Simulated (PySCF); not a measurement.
C2H5AlO, SMILES C=[CH][AlH][OH].

The structure is a stationary point at PBE0-D3(BJ)/def2-SVP. The values are those of a single conformer.

These are C-PCM-ωB97X/def2-SVP (PySCF 2.14.0) values and carry that method's errors.

The values are the electrostatic part of the solvation free energy, E(continuum) − E(gas) at the gas-phase geometry, in a cavity of scaled van der Waals radii (PySCF's table); cavitation and dispersion terms are not included. A continuum can't describe solvent molecules that bind to the metal. In vacuum the orbital gap is 11.25 eV. The dipole moment in vacuum is 0.60 D.

Problem. Estimate the values in water (ε = 78.36), methanol (ε = 32.61), ethanol (ε = 24.85). (The exact figures need the calculation; the answer reports its results.)

Solution. 
| solvent | ε | ΔG(elec) (kcal/mol) | dipole (D) | gap (eV) |
|---|---|---|---|---|
| water | 78.36 | -6.1 | 0.78 | 11.50 |
| methanol | 32.61 | -5.9 | 0.77 | 11.50 |
| ethanol | 24.85 | -5.9 | 0.77 | 11.49 |
